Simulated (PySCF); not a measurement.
# Pt: electron affinity

Pt⁻ [Xe] 4f14 5d9 6s2 (2D) → Pt [Xe] 4f14 5d9 6s1 (3D), as a difference of total energies. Calculation: PySCF 2.14, in def2-SVPD with the def2 core potential (60 electrons); scalar relativity through the core potential. Correlated levels: valence: 5s2 5p6 frozen; valence and next inner shell: nothing frozen outside the core potential. The calculations carry no spin-orbit coupling.

| method | electron affinity (eV) | difference from reference (eV) |
| --- | --- | --- |
| UHF | 0.217 | -1.908 |
| LDA | 2.242 | +0.117 |
| PBE | 1.897 | -0.228 |
| PBE0 | 1.653 | -0.472 |
| r2SCAN | 1.821 | -0.304 |
| TPSSh | 1.678 | -0.447 |
| wB97M-V | 1.486 | -0.639 |
| MN15 | 2.072 | -0.053 |
| r2SCAN0 | 1.657 | -0.468 |
| MP2 (valence) | 1.599 | -0.526 |
| SCS-MP2 (valence) | 1.622 | -0.503 |
| MP2 (valence and next inner shell) | 1.736 | -0.389 |
| SCS-MP2 (valence and next inner shell) | 1.707 | -0.418 |

Reference: 2.125 eV (measured; photodetachment measurements, as compiled on the Wikipedia data page of electron affinities).

The reference lies between the lowest fine-structure levels, while these numbers refer to the centres of the terms.

Errors of the correlated levels include the incompleteness of this basis and the frozen core.

In the anion the highest occupied orbital energy is positive at LDA, PBE, PBE0, r2SCAN, TPSSh, r2SCAN0, a self-interaction effect; the basis confines that electron, and the energy difference can still be sensible.
